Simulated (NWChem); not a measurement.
Basis-set convergence for CH6AlN

SMILES: C[NH][AlH2]
```xyz
9

Al    -1.2381    -0.1588     0.0000
H     -2.1305    -1.4841     0.0000
H     -1.7879     1.3420     0.0000
N      0.5396    -0.3890     0.0000
C      1.6043     0.6003     0.0000
H      0.9079    -1.3463     0.0000
H      2.2637     0.5256    -0.8958
H      2.2637     0.5256     0.8958
H      1.1749     1.6234     0.0000
```
Charge 0, spin multiplicity 1.

The numbers come from NWChem runs, not from measurements. The geometry was optimised at PBE/def2-SVP, a minimum by its harmonic frequencies. It is one conformer; others weren't searched.

Quantity: LUMO energy at the level PBE.

The Pople sets run with spherical d functions. The structure started from a generated list of species.

```tsv
basis	functions	LUMO energy (eV)
STO-3G	25	4.19
6-31G*	58	?
6-31+G*	70	-1.50
pcseg-1	76	-1.45
cc-pVDZ	76	-1.37
6-311G**	98	?
def2-SVPD	112	-1.47
6-311++G**	116	?
aug-cc-pVDZ	127	-1.56
cc-pVTZ	178	-1.46
```

Problem. Some entries are withheld; supply them.

Solution. 
- 6-31G*, LUMO energy (eV): -1.30
- 6-311G**, LUMO energy (eV): -1.42
- 6-311++G**, LUMO energy (eV): -1.53
